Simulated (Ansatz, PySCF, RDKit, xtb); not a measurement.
Complex: C2H2 (SMILES C#C) (first 4 atoms) with CH5N (SMILES CN); geometry from B3LYP-D3(BJ)/def2-TZVP.
(charge 0, multiplicity 1):
```xyz
11

C      0.25606    -0.65224     0.03552
C     -0.09763     0.42389     0.42230
H      0.56814    -1.60838    -0.30811
H     -0.41640     1.37658     0.76903
C     -0.58783     0.45400     4.03448
N      0.59407    -0.36439     3.77900
H     -0.73007     0.56307     5.11107
H     -1.46857    -0.05505     3.64012
H     -0.56157     1.46393     3.59834
H      1.42876     0.08939     4.12969
H      0.72047    -0.49668     2.78267
```

Counterpoise-corrected where a basis set is named; no monomer relaxation. Rows marked so take none. RDKit's UFF carries no charges.

Cores are frozen in the correlated methods. Rows in 6-31G* carry no dispersion term and start afresh at each structure (6-31G* with six Cartesian d functions).

Run with Ansatz (Gaussian orbitals); PySCF for 6-31G* rows, the dispersion terms; RDKit for the force fields; xtb for the GFN methods. Each number belongs to the level named beside it.

| level | interaction energy (kcal/mol) |
|---|---|
| MMFF94 | -0.38 |
| UFF | -0.26 |
| GFN1-xTB | -1.00 |
| HF/6-31G* | 0.22 |
| revPBE-D4/def2-TZVPPD | -1.64 |
| r2SCAN-D4/def2-TZVPPD | -1.72 |
| BHLYP/def2-TZVPPD | -0.52 |
| M06-2X/6-31G* (no counterpoise) | … |
| B2PLYP-D4/def2-TZVPPD | … |

Problem. Fill in the missing entries.

Solution. 
- M06-2X/6-31G* (no counterpoise), interaction energy (kcal/mol): -2.32
- B2PLYP-D4/def2-TZVPPD, interaction energy (kcal/mol): -1.48

Ansatz is a program for electronic structure.
